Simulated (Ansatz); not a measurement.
Cost and result for the atomization energy of C2H5ClGeO (`[OH][Ge@@H]1[CH2][C@@H]1Cl`) (10 atoms, 10 bonds).

Cartesian coordinates in Å:
```
O -1.857 -0.253 1.242
Ge -0.107 -0.350 1.016
C 0.730 0.916 -0.181
C 0.486 -0.464 -0.826
Cl -0.744 -0.510 -2.091
H -2.302 -0.220 0.389
H 0.549 -1.026 2.208
H 0.110 1.723 -0.557
H 1.771 1.202 -0.063
H 1.364 -1.018 -1.136
```

Charge 0, multiplicity 1. Correlated methods include outer-core shells of Ge, which these sets cover unevenly. Scalar relativity is left out up to krypton. The geometry is a stationary point of PBE0-D4/def2-TZVP. It is one conformer, not always the lowest. Program: Ansatz. All runs use 4 threads of an Arm Neoverse V1 on a shared host. Times are those of one run each, without the atoms' runs, and a repeat can differ threefold. Electronic energies, without spin–orbit coupling; frozen cores. CCSD(T)/CBS adds CCSD(T) − MP2 in def2-TZVPP to the MP2 limit, and its time is that of the two runs behind it. T1 = 0.011. With those shells the extrapolation isn't a true limit. B3LYP takes the VWN-RPA correlation (the form of Gaussian; ORCA's B3LYP/G).

CCSD(T)/CBS is a level of theory with its own doubt, some kJ/mol a heavy atom from the limit and from the frozen cores, so smaller differences don't rank the functionals.

```csv
level,functions,wall time
PBE-D4/def2-TZVPP (with forces),253,3 s
PBE0-D4/def2-TZVPP,253,4.1 s
r2SCAN-D4/def2-TZVPP (with forces),253,6.5 s
B3LYP-D4/def2-TZVPP (with forces),253,6.5 s
B2PLYP/def2-TZVPP,253,7 s
ωB97X-V/def2-TZVPP,253,10 s
ωB97M-V/def2-TZVPP (with forces),253,15 s
MP2/def2-QZVPP,480,29 s
CCSD(T)/def2-TZVPP,253,4.4 min
CCSD(T)/CBS(def2),–,4.9 min
```

Task: What atomization energy does each give, and how far from CCSD(T)/CBS? (Best estimate.)

Result: Computed: 
| level | atomization (kcal/mol) | difference from CCSD(T)/CBS | per bond |
| --- | --- | --- | --- |
| PBE-D4/def2-TZVPP (with forces) | 852.3 | 17.5 | 1.7 |
| PBE0-D4/def2-TZVPP | 834.0 | -0.8 | -0.1 |
| r2SCAN-D4/def2-TZVPP (with forces) | 835.7 | 0.9 | 0.1 |
| B3LYP-D4/def2-TZVPP (with forces) | 823.7 | -11.1 | -1.1 |
| B2PLYP/def2-TZVPP | 818.6 | -16.2 | -1.6 |
| ωB97X-V/def2-TZVPP | 834.2 | -0.6 | -0.1 |
| ωB97M-V/def2-TZVPP (with forces) | 831.3 | -3.5 | -0.4 |
| MP2/def2-QZVPP | 844.8 | 10.0 | 1.0 |
| CCSD(T)/def2-TZVPP | 812.1 | -22.7 | -2.3 |
| CCSD(T)/CBS(def2) | 834.8 | 0.0 | 0.0 |

The D4 term adds +9.1 kcal/mol with B3LYP and +4.8 kcal/mol with PBE0; it sums over pairs of atoms, weighted by their polarisabilities, and B3LYP, whose exchange is more repulsive, gets the larger term. From PBE to PBE0 (25 % exact exchange), in def2-TZVPP and without D4, the atomization energy moves by −17.4 kcal/mol: exact exchange takes away binding that semilocal exchange gives to molecules. In def2-TZVPP, CCSD(T) changes the Hartree–Fock value by +238.3 kcal/mol (the triples alone add +16.5 kcal/mol) and MP2 by +257.7 kcal/mol; breaking electron pairs costs correlation energy, which Hartree–Fock lacks.
